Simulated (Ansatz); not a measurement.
C4H4Se, SMILES `C1=CC[Se]C=1`. Total charge 0; spin multiplicity 1. The structure was optimised at the PBE0-D4/def2-TZVP level.

```xyz
9

C    -0.529    1.200    0.644
C    -0.626   -0.152    0.784
C     0.109   -1.059   -0.144
Se    1.197    0.084   -1.258
C     0.301    1.501   -0.419
H    -1.130   -0.634    1.621
H    -0.499   -1.696   -0.799
H     0.747   -1.721    0.450
H     0.431    2.476   -0.879
```

Task: What is the dipole moment at ωB97M-V/def2-TZVPP? (Estimate.)

Result: Computed: 3.27 D, with components (1.17, -2.65, -1.52) D in this frame, pointing from negative to positive charge.

Task: And with PBE, r2SCAN, B3LYP? (Estimate.)

Result: Ansatz gave: PBE 3.06 D, r2SCAN 3.16 D, B3LYP 3.18 D.

Task: Give the Mulliken charges with ωB97M-V, PBE, B3LYP in def2-TZVPP. (Estimate.)

Result: Ansatz gave: 
```json
{"atom": "C1", "ωB97M-V": "-0.27", "PBE": "-0.26", "B3LYP": "-0.29"}
{"atom": "C2", "ωB97M-V": "-0.10", "PBE": "-0.09", "B3LYP": "-0.09"}
{"atom": "C3", "ωB97M-V": "-0.23", "PBE": "-0.15", "B3LYP": "-0.18"}
{"atom": "Se4", "ωB97M-V": "0.14", "PBE": "0.12", "B3LYP": "0.14"}
{"atom": "C5", "ωB97M-V": "-0.10", "PBE": "-0.08", "B3LYP": "-0.09"}
{"atom": "H6", "ωB97M-V": "0.13", "PBE": "0.10", "B3LYP": "0.12"}
{"atom": "H7", "ωB97M-V": "0.15", "PBE": "0.12", "B3LYP": "0.13"}
{"atom": "H8", "ωB97M-V": "0.14", "PBE": "0.12", "B3LYP": "0.12"}
{"atom": "H9", "ωB97M-V": "0.14", "PBE": "0.12", "B3LYP": "0.14"}
```

B3LYP here is the variant with VWN-RPA as its local correlation; programs differ in this.
